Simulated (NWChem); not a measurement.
System: BeGeH3I; SMILES [I][Be][GeH3]

```xyz
6

Be    -0.3146    -0.1153     0.3049
I      1.1957     0.4460    -1.1631
Ge    -1.8358    -0.6847     1.7830
H     -1.9542    -2.2164     1.9347
H     -1.5232    -0.1246     3.1871
H     -3.2401    -0.1685     1.4030
```
Atoms are numbered in this order, from 1.

Program: NWChem. STO-3G and 3-21G are far too small for this property and stand as cheap habits. All runs use the structure optimised with PBE0/def2-SVP. def2 effective core potentials on I; no spin-orbit coupling. B3LYP is NWChem's, with the RPA form of VWN correlation. Field at 589 nm.

```json
[
 {"level": "B3LYP/STO-3G (all-electron, non-relativistic)", "isotropic polarisability (bohr³)": "39.3", "anisotropy (bohr³)": "51.7"},
 {"level": "B3LYP/def2-SVP (core potentials)", "isotropic polarisability (bohr³)": "78.2", "anisotropy (bohr³)": "52.3"},
 {"level": "B3LYP/def2-SVPD (core potentials)", "isotropic polarisability (bohr³)": "?", "anisotropy (bohr³)": "?"}
]
```

### Question
Fill in the missing entries.

### Answer

- B3LYP/def2-SVPD (core potentials), isotropic polarisability (bohr³): 95.1
- B3LYP/def2-SVPD (core potentials), anisotropy (bohr³): 50.6
